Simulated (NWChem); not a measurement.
# C₂H₆AlF; SMILES [CH3][Al]([CH3])[F]

Results from NWChem. Structure relaxed at the B3LYP/6-31G* (spherical d) level.

Q: Among these, which level gives the highest value of “dipole (D)”?
A) PBE0/pcseg-2
B) PBE0/aug-pcseg-1
C) PBE0/def2-TZVPP
D) PBE0/pcseg-1

A: D, PBE0/pcseg-1. Values: PBE0/def2-TZVPP 1.92; PBE0/aug-pcseg-1 1.96; PBE0/pcseg-2 1.98; PBE0/pcseg-1 2.05
